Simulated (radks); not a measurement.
Results of a calculation; reference values are marked as such.
Fe1.4+, configuration [Ar] 3d6 4s(up 0.6, down 0) (fractional occupations, a model configuration).

Code: a radial shooting solver on a logarithmic mesh with Libxc functionals. Model: non-relativistic Kohn-Sham, r2SCAN, spin-polarised, spherical densities, point nucleus; open shells are filled with parallel spins first; meta-GGA in the generalised Kohn-Sham scheme.

Energy parts (hartree):
| part | energy |
|---|---|
| total | -1263.14085 |
| kinetic | 1262.18434 |
| electron-nucleus | -2994.92535 |
| Hartree | 524.86732 |
| exchange-correlation | -55.26717 |

Orbitals (lengths in bohr, moments of r in powers of bohr):
orbital  occ.  eigenvalue (hartree)      <r>
1s up       1             -256.0980  0.05916
1s down     1             -256.0978  0.05916
2s up       1             -30.42218   0.2697
2s down     1             -30.32912   0.2692
2p up       3             -26.24918   0.2369
2p down     3             -26.17920   0.2363
3s up       1              -4.02249   0.8184
3s down     1              -3.81681   0.8225
3p up       3              -2.78613   0.8600
3p down     3              -2.58055   0.8663
3d up       5              -0.80236    1.071
3d down     1              -0.60512    1.133
4s up     0.6              -0.58126    2.602
4s down     0              -0.47594    2.787

The highest occupied level is 4s up at -15.817 eV. The density falls to 0.001 e/bohr^3 at r = 3.58 bohr. Spin moment in Bohr magnetons: 4.6. The electron density at the nucleus is 1.191e+04 e/bohr^3. The spin density at the nucleus is 3.287 e/bohr^3 (1s 0.078, 2s -2.020, 3s 1.335, 4s 3.894), a Fermi contact field of 172 T. Virial ratio -V/T = 2.00076.
